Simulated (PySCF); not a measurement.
Molecule: SMILES Sc1ccc(S)cc1. Atoms near the plane z = 1.0 Å, at the PBE0/def2-SVP optimised geometry (x, y, z in Å): S1 (-1.4, -3.2, 0.0), C2 (-0.6, -1.6, 0.0), C3 (-1.2, -0.4, 0.0), C4 (-0.5, 0.8, 0.0), C5 (0.9, 0.8, 0.0), S6 (1.9, 2.3, 0.0), C7 (1.6, -0.4, 0.0), C8 (0.8, -1.6, 0.0), H9 (-2.6, -2.7, 0.0), H10 (-2.3, -0.3, 0.0), H11 (-1.1, 1.8, 0.0), H12 (0.8, 3.2, 0.0), H13 (2.6, -0.4, 0.0), H14 (1.4, -2.6, 0.0).

Calculation: PBE0/def2-TZVP run with PySCF. The values are rescaled to run from 0 to 1.

```
|33333333333333333333333333333|
|33333333333333333333333333333|
|33333333333333333333333333333|
|33333333333333333333333333333|
|33333333333333333344333333333|
|33333333333333334444443333333|
|33333333333333344566544333333|
|33333333333333345688754333333|
|33333333333333345799864333333|
|33333333333333345799754333333|
|33333333333333345677654333333|
|33333333332222334455443333333|
|33333333332222233333333333333|
|33333333322222222222233333333|
|33333333322222221111223333333|
|33333333322222211000122333333|
|33333333333222110000122333333|
|33333333333332100001222333333|
|33333333334433210001222333333|
|33333333445543210112223333333|
|33333334566654322122233333333|
|33333334578875432222233333333|
|33333334689975433323333333333|
|33333334578875433333333333333|
|33333334466654433333333333333|
|33333333445544333333333333333|
|33333333334433333333333333333|
|33333333333333333333333333333|
|33333333333333333333333333333|
```
Scale: ten equal steps from 0.000 (start of '0') to 1.00 (end of '9'), in the order '0123456789'; x runs from -5.50 to 5.50, y from -5.50 (bottom) to 5.50 (top).

**Question.** Which quantity is mapped?
A) an orbital amplitude
B) electrostatic potential
C) Laplacian of the electron density
D) deformation density (molecule minus spherical neutral atoms)

**Answer.** A, an orbital amplitude. In full: HOMO−1 amplitude (bohr^(-3/2)).
